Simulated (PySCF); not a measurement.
# Working out the ionisation energy of Zr⁺

Zr⁺ [Kr] 4d2 5s1 (4F) → Zr²⁺ [Kr] 4d2 (3F). All numbers are calculated (PySCF 2.14, a scalar-relativistic core potential, in def2-TZVPPD with the def2 core potential (28 electrons) (6s4p3d2f1g, 56 functions)). Frozen: 4s2 4p6. Energies in hartree (1 hartree = 27.21139 eV):

```
            part  Zr⁺ (lower)  Zr²⁺ (upper)
             UHF   -46.253642    -45.801613
CCSD correlation    -0.015121     -0.004372
             (T)    -0.000125      0.000000
```

What does Hartree-Fock give?

(-45.801613) − (-46.253642) = 0.452029 hartree = 12.300 eV.

What do CCSD and CCSD(T) give?

The CCSD correlation energies differ by 0.010749 hartree = 0.292 eV and the triples by 0.000125 hartree = 0.003 eV, so CCSD gives 12.592 eV and CCSD(T) 12.595 eV.

Reference: 13.13 eV (measured; NIST Atomic Spectra Database, ionization energies), between the lowest levels; spin-orbit coupling is absent from the calculation.

What remains against the reference includes basis incompleteness, the frozen core and higher excitations.
